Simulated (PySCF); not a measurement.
This singlet lies 1.14 eV below the relaxed triplet at the level B3LYP-D3(BJ)/def2-TZVP (PySCF).

```xyz
8

C      2.3323    -0.0205    -0.7168
C      1.2982    -0.3231    -0.1590
Si    -0.1418    -0.9270     0.8250
C     -1.4870     0.0931    -0.0537
H      3.2359     0.2492    -1.2101
H     -1.2598     1.1617     0.0228
H     -2.4783    -0.0900     0.3617
H     -1.4994    -0.1434    -1.1231
```

Charge 0, multiplicity 1.

Question: Give the Mulliken and meta-Löwdin atomic charges from PySCF 2.14.0 with PBE-D3(BJ)/def2-TZVP // B3LYP-D3(BJ)/def2-TZVP.

Answer: 
| atom | Mulliken (e) | meta-Löwdin (e) |
|---|---|---|
| C1 | -0.17 | -0.15 |
| C2 | -0.10 | -0.26 |
| Si3 | 0.15 | 0.42 |
| C4 | -0.46 | -0.59 |
| H5 | 0.17 | 0.18 |
| H6 | 0.14 | 0.14 |
| H7 | 0.14 | 0.13 |
| H8 | 0.14 | 0.14 |
